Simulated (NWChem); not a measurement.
System: GaHOBrF; SMILES [OH][Ga]([F])[Br]

```xyz
5

Ga     0.0130    -0.7324     0.0000
F     -1.4946    -1.6125     0.0000
Br    -0.0127     1.5166     0.0000
O      1.5152    -1.6566     0.0000
H      1.3710    -2.6104     0.0000
```
Atoms are numbered in this order, from 1.

Program: NWChem. All runs use the structure optimised with PBE0/def2-SVP.

Taking Hartree-Fock/pcseg-2 as the yardstick, which of these has the fewest basis functions while keeping “dipole (D)” within 0.05 D of it: Hartree-Fock/STO-3G; Hartree-Fock/aug-pcseg-1; Hartree-Fock/pcseg-1; Hartree-Fock/def2-SVP?

Hartree-Fock/pcseg-1 (a larger set in the list lies outside the tolerance).
```csv
level,basis functions,dipole (D)
Hartree-Fock/STO-3G,47,1.90
Hartree-Fock/pcseg-1,87,0.93
Hartree-Fock/def2-SVP,97,1.07
Hartree-Fock/aug-pcseg-1,127,0.94
Hartree-Fock/pcseg-2,160,0.95
```

The yardstick is one finite set, not the basis-set limit.
